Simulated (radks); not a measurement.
Te2+, 50 electrons, occupied as [Kr] 4d10 5s2 5p1.75 6p0.25 (fractional occupations, a model configuration). Method: scalar-relativistic Kohn-Sham, SOGGA, spin-polarised, spherical densities, finite nucleus; open shells are filled with parallel spins first (spin-orbit coupling, left out, can overturn this in heavy ions); Fermi nuclear charge, rms radius 4.7423 fm; computed with a radial shooting solver on a logarithmic mesh with Libxc functionals.

Local quantities along the radius. ELF = 1/(1 + alpha^2) is the electron localisation function; alpha = (tau - tau_W)/tau_unif compares the Pauli kinetic energy density with that of the uniform gas (summed over spins); s = |grad rho|/(2 (3 pi^2)^(1/3) rho^(4/3)) is the reduced gradient; r v_xc is r times the local exchange-correlation potential of spin up (hartree bohr); 4 pi r^2 rho is in e/bohr. tau is taken from the large components.

| r (bohr) | ELF | alpha | s | r v_xc | 4 pi r^2 rho |
|---|---|---|---|---|---|
| 0.001796 | 0.999 | 0.02406 | 0.6116 | -0.1117 | 4.936 |
| 0.002091 | 0.999 | 0.02473 | 0.5837 | -0.1235 | 6.341 |
| 0.002434 | 0.999 | 0.02567 | 0.5612 | -0.1371 | 8.105 |
| 0.002857 | 0.999 | 0.02702 | 0.5426 | -0.1535 | 10.43 |
| 0.003326 | 0.999 | 0.02873 | 0.5294 | -0.1711 | 13.16 |
| 0.003903 | 0.999 | 0.03111 | 0.5200 | -0.1920 | 16.66 |
| 0.004543 | 0.999 | 0.03410 | 0.5152 | -0.2140 | 20.64 |
| 0.005289 | 0.999 | 0.03804 | 0.5143 | -0.2381 | 25.30 |
| 0.006207 | 0.998 | 0.04361 | 0.5176 | -0.2658 | 30.92 |
| 0.007226 | 0.997 | 0.05082 | 0.5250 | -0.2940 | 36.85 |
| 0.00848 | 0.996 | 0.06140 | 0.5374 | -0.3254 | 43.52 |
| 0.009872 | 0.994 | 0.07571 | 0.5541 | -0.3562 | 49.95 |
| 0.01149 | 0.991 | 0.09649 | 0.5757 | -0.3873 | 56.04 |
| 0.01349 | 0.983 | 0.1295 | 0.6041 | -0.4192 | 61.54 |
| 0.0157 | 0.969 | 0.1784 | 0.6361 | -0.4476 | 65.32 |
| 0.01842 | 0.936 | 0.2607 | 0.6730 | -0.4741 | 67.28 |
| 0.02145 | 0.870 | 0.3872 | 0.7063 | -0.4950 | 67.03 |
| 0.02497 | 0.745 | 0.5858 | 0.7277 | -0.5111 | 64.98 |
| 0.0293 | 0.558 | 0.8901 | 0.7177 | -0.5239 | 61.79 |
| 0.03411 | 0.400 | 1.225 | 0.6551 | -0.5352 | 59.20 |
| 0.04003 | 0.321 | 1.455 | 0.5299 | -0.5544 | 58.69 |
| 0.0466 | 0.341 | 1.391 | 0.3952 | -0.5927 | 61.60 |
| 0.05425 | 0.446 | 1.115 | 0.3046 | -0.6556 | 67.95 |
| 0.06367 | 0.601 | 0.8151 | 0.2834 | -0.7348 | 76.73 |
| 0.07412 | 0.712 | 0.6353 | 0.3190 | -0.8048 | 84.01 |
| 0.08698 | 0.754 | 0.5711 | 0.3891 | -0.8599 | 86.92 |
| 0.1013 | 0.713 | 0.6346 | 0.4649 | -0.8876 | 83.32 |
| 0.1179 | 0.577 | 0.8558 | 0.5189 | -0.8904 | 74.80 |
| 0.1383 | 0.391 | 1.247 | 0.4937 | -0.8800 | 65.32 |
| 0.161 | 0.319 | 1.461 | 0.3656 | -0.8935 | 61.08 |
| 0.1875 | 0.403 | 1.218 | 0.2396 | -0.9737 | 63.60 |
| 0.22 | 0.596 | 0.8230 | 0.2249 | -1.088 | 69.94 |
| 0.2561 | 0.731 | 0.6071 | 0.3050 | -1.172 | 72.33 |
| 0.3006 | 0.763 | 0.5572 | 0.4445 | -1.197 | 65.17 |
| 0.3499 | 0.668 | 0.7045 | 0.6060 | -1.145 | 50.27 |
| 0.4073 | 0.395 | 1.238 | 0.7185 | -1.035 | 34.41 |
| 0.478 | 0.193 | 2.047 | 0.5515 | -0.9279 | 24.45 |
| 0.5565 | 0.289 | 1.570 | 0.2456 | -1.022 | 23.19 |
| 0.6531 | 0.610 | 0.7990 | 0.2070 | -1.153 | 25.85 |
| 0.7603 | 0.757 | 0.5670 | 0.3265 | -1.240 | 26.46 |
| 0.8851 | 0.751 | 0.5758 | 0.4817 | -1.248 | 22.95 |
| 1.039 | 0.640 | 0.7507 | 0.6554 | -1.175 | 16.59 |
| 1.209 | 0.457 | 1.089 | 0.8013 | -1.067 | 10.82 |
| 1.419 | 0.307 | 1.504 | 0.8664 | -0.9646 | 6.681 |
| 1.652 | 0.303 | 1.517 | 0.8350 | -0.9297 | 4.493 |
| 1.923 | 0.443 | 1.121 | 0.8452 | -0.9417 | 3.226 |
| 2.257 | 0.625 | 0.7744 | 1.022 | -0.9287 | 2.220 |
| 2.627 | 0.659 | 0.7198 | 1.381 | -0.8410 | 1.381 |
| 3.083 | 0.430 | 1.150 | 1.981 | -0.6732 | 0.7002 |
| 3.589 | 0.098 | 3.029 | 2.651 | -0.5507 | 0.3185 |
| 4.178 | 0.019 | 7.244 | 2.776 | -0.4954 | 0.1488 |
| 4.903 | 0.019 | 7.118 | 2.128 | -0.4211 | 0.08886 |
| 5.708 | 0.054 | 4.202 | 2.254 | -0.4086 | 0.06444 |
| 6.699 | 0.080 | 3.393 | 3.362 | -0.3378 | 0.04004 |
| 7.798 | 0.051 | 4.310 | 5.391 | -0.3559 | 0.01965 |
| 9.079 | 0.017 | 7.557 | 9.560 | -0.3123 | 0.006927 |
| 10.65 | 0.003 | 18.70 | 19.45 | -0.2058 | 0.001502 |
| 12.4 | 0.000 | 60.23 | 43.16 | -0.1159 | 0.0002228 |

On this mesh the ELF has minima near r = 0.040, 0.16, 0.48, 1.7, 4.2 bohr, which separate the shells, and maxima near 0.0011 (1.00), 0.087 (0.75), 0.30 (0.76), 0.76 (0.76), 2.6 (0.66).
